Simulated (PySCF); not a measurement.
Spin states of SrS

Unrestricted PBE0; Sr x2c-TZVPPall, S x2c-TZVPPall; spin-free X2C with a Gaussian nucleus (PySCF 2.14). Outer shells of the fragments: Sr 5s2; S 3s2 3p4.

Followed along the bond (rough minima from three points):

```json
{"2Ms+1": "1", "unpaired": "none", "⟨S²⟩ at the start": "0.00", "R at minimum (Å)": "2.42", "Te (eV)": "0.00"}
{"2Ms+1": "3", "unpaired": "σ ↑, π ↑", "⟨S²⟩ at the start": "2.00", "R at minimum (Å)": "2.71", "Te (eV)": "0.89"}
{"2Ms+1": "1", "unpaired": "σ ↓, π ↑", "⟨S²⟩ at the start": "1.01", "R at minimum (Å)": "2.71", "Te (eV)": "0.91"}
{"2Ms+1": "3", "unpaired": "σ ↑↑", "⟨S²⟩ at the start": "2.00", "R at minimum (Å)": "2.57", "Te (eV)": "1.32"}
```

Solutions found at the starting distance of 2.695 Å, counted from the lowest of them; the search is not exhaustive and high or unbound solutions are not listed, so other states can lie among these:

```tsv
2Ms+1	unpaired	term	E (eV)	⟨S²⟩	⟨Lz²⟩	μ (D)
1	none	¹Σ⁺	0.00	0.00	0.00	-11.76
3	σ ↑, π ↑	³Π	0.50	2.00	1.02	-4.48
1	σ ↓, π ↑	mixed	0.52	1.01	1.02	-4.48
3	σ ↑↑	³Σ⁺	0.98	2.00	0.00	-4.52
3	π ↑↑	mixed	2.04	2.01	2.02	-3.10
1	π ↑↓	mixed	2.08	1.01	2.01	-3.04
3	π ↑↑	mixed	2.08	2.00	2.01	-3.06
1	π ↑, δ ↓	mixed	2.38	1.01	5.02	-7.64
1	π ↑, δ ↓	mixed	2.38	1.01	4.93	-7.56
3	σ ↑, π ↑	³Π	2.53	2.00	1.00	-3.61
```

A term symbol is given only where ⟨S²⟩ and ⟨Lz²⟩ are close to those of a pure state; real π, δ and φ orbitals otherwise mix terms. A positive dipole means Sr(−)S(+).

Compare the gap between the two lowest followed solutions at the starting distance with the gap between their minima.

At PBE0 the second solution (triplet, unpaired electrons σ ↑, π ↑) lies +0.50 eV from the first (singlet, closed shell) at 2.695 Å and +0.89 eV at the minima; the two curves relax by different amounts, since their minima lie near 2.71 and 2.42 Å.

The measured ground state is X ¹Σ+ (Huber and Herzberg, Constants of Diatomic Molecules (1979)).

Counting both spins, an empty level lies below a filled one in some of these solutions, because spin and occupation are held.
